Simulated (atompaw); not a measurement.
**platinum: one change to a PAW (atompaw) potential, before and after**

platinum (Pt), PAW, made with atompaw 4.2.0.5 (PBE, scalar-relativistic). Core [Kr] 4d10 4f14 5s2, reference 5p6 5d9 6s1 6p0. Waves: 6s (bound): rc 1.95 bohr; 6s channel at 0.35 Ry: rc 1.95 bohr; 5p (bound): rc 1.50 bohr; 6p (bound, empty): rc 2.00 bohr; 5d (bound): rc 2.00 bohr; 5d channel at 0.95 Ry: rc 1.40 bohr. Local part: troulliermartins scheme with l = 3 at 0.5 Ry, radius 1.60 bohr. Core correction: smooth core density matched at 1.30 bohr. Augmentation charge: sinc compensation charge, radius 1.75 bohr; PAW radius 2.00 bohr; waves and projectors: custom polynom2 7 10 vanderbiltortho.

All-electron outer shells of the reference configuration (PBE, scalar-relativistic, ld1.x):

```
shell  level (eV)  outermost node (bohr)  outermost maximum (bohr)
   5s     -101.82                   0.49                      0.87
   4f      -70.08                      –                      0.38
   5p      -56.02                   0.53                      0.98
   5d       -6.14                   0.57                      1.26
   6s       -5.66                   1.14                      2.38
   6p       -0.84                   1.36                      3.69
```

Change: all radii scaled by about 1.30 (s 2.54, p 1.96, d 2.60 bohr); local potential troulliermartins scheme with l = 3 at 0.5 Ry, radius 2.08 bohr; augmentation sinc compensation charge, radius 2.28 bohr; PAW radius 2.60 bohr; waves and projectors: custom polynom2 7 10 vanderbiltortho; core correction smooth core density matched at 1.70 bohr.

Cutoffs: the cutoffs (Ry, on a coarse ladder) from which the occupation-weighted sum of valence levels, in a spherical-Bessel basis at the reference potential, stays within 10 and 1 mRy of its value at 400 Ry; they do not see the model core or the augmentation charge, which bear on the density cutoff.

Problem. What does the change do?

Solution. The potential gets softer (40 Ry and 200 Ry → 40 Ry and 90 Ry); both files keep a bound ghost (s). A larger radius leaves more room for a smooth pseudo-wave, so fewer plane waves are needed.

| quantity | base | changed |
| --- | --- | --- |
| cutoff, loose | 40 Ry | 40 Ry |
| cutoff, tight | 200 Ry | 90 Ry |
| loose cutoff by channel (10 mRy a level) | s 12 Ry, p 25 Ry, d 21 Ry | s 6 Ry, p 18 Ry, d 15 Ry |
| bound ghosts | s | s |
| lowest overlap eigenvalue by channel | s 0.28, p 0.72, d 0.23 | s 0.69, p 0.53, d 0.71 |

 A true bound ghost makes a file unfit for plane-wave use even where its test errors are small: the radial tests pick states by their node count and pass the ghost by. The cutoffs see the waves, projectors and local potential, not the compensation charge or the core.
